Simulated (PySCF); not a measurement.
Al$_{2}$BH$_{3}$N (calculated)

Computed with PySCF 2.14.0. Calculation on a computer-drawn molecule: the log of a Hartree-Fock and frozen-core CCSD(T) single point meant for a local Hartree-Fock minimum, with one planted fault or none, to be diagnosed. Offsets are logged minus clean, where the clean run is the same molecule without the fault. The reference is restricted for singlets and unrestricted otherwise, and also for a bond in bohr or an excited solution. Adding or removing an electron swaps singlet and doublet. The excited solution moves the top pair (singlet) or top alpha electron (doublet) to the lowest empty orbital. Highest occupied and lowest empty are orbital energies over both spins, largest force is the largest gradient component, triples share is (T) over the correlation energy, the T1 limit is 0.02 restricted and 0.045 unrestricted, electrons count all cores, a negative frequency is imaginary (commonest isotopes), and the dipole is about the centre of nuclear charge.

```xyz
7
formula=Al2BH3N meant_charge=0 meant_multiplicity=2 meant_basis=cc-pV(D+d)Z logged_electrons=42 logged_basis_functions=89 logged_SCF_converged=yes logged_spin_squared=0 logged_highest_occupied=0.31083 logged_lowest_empty=5.188 logged_largest_force=0.038379 logged_T1_diagnostic=0.038451 logged_D1_diagnostic=0.1325 logged_triples_share=0.048459 logged_CC_converged=yes logged_dipole_magnitude=11.241 logged_SCF_stable_within_its_kind=yes logged_energy_HF=-564.57703 logged_energy_CCSD(T)=-565.03014 possible_faults=no_fault,one_electron_removed,one_electron_added,multiplicity_raised_by_two,geometry_at_a_saddle_point,SCF_held_on_an_excited_solution,minimal_basis_STO-3G,one_bond_length_entered_in_bohr,all_coordinates_scaled planted_fault=one_electron_added HF_energy_offset_from_clean_run=33.28 CCSD(T)_energy_offset_from_clean_run=-0.6675
B      0.7163     0.4119     1.5640
Al    -1.0488    -0.4079     0.8399
N     -1.1798    -0.9953    -0.8070
Al    -1.3858    -1.5641    -2.3212
H      1.7274     0.8834     1.9870
H     -2.2607    -0.4661     1.8691
H     -1.5648    -2.1018    -3.7685
```

Units: logged_highest_occupied, logged_lowest_empty in eV; logged_largest_force in hartree/bohr; logged_dipole_magnitude in debye; logged_energy_HF, logged_energy_CCSD(T) in hartree; HF_energy_offset_from_clean_run, CCSD(T)_energy_offset_from_clean_run in kcal/mol.

Drawn bonds:
```csv
atom,other atom,order
1,2,1
2,3,1
3,4,2
1,5,1
2,6,1
4,7,1
```

Notes: T1 above single-reference limit; highest electron not bound in this basis.
